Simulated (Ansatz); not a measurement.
Ansatz (a program for electronic structure) input:

Ansatz 0.2 input:
```yaml
crystal:
  periodic: [false, false, false]
  atoms:
    - {symbol: C, position_ang: [1.04026750, -0.37593961, -0.01423724]}
    - {symbol: N, position_ang: [-0.11684659, 0.48974460, 0.19151581]}
    - {symbol: C, position_ang: [-1.24598269, -0.02303043, -0.18381086]}
    - {symbol: H, position_ang: [1.77800493, 0.11733555, -0.66719488]}
    - {symbol: H, position_ang: [1.55320242, -0.56566915, 0.94223077]}
    - {symbol: H, position_ang: [0.76036857, -1.34627438, -0.46512181]}
    - {symbol: H, position_ang: [-2.03935871, 0.76021600, 0.03776388]}
basis:
  gaussian:
    orbitals: def2-TZVP
hamiltonian:
  xc: b3lyp
  dispersion: d3bj
total_charge: -1
phonons: {temperatures: {t_min: 298.15, t_max: 298.15, t_step: 100}}
```

Task: Predict the final energy.

Result: -133.34923 Eh (B3LYP-D3(BJ)/def2-TZVP). The basis has 117 functions. The run takes about 30 core-seconds (a rough figure).

It need not be the lowest isomer of its formula. Whether it binds its extra electron was not tested at this geometry.
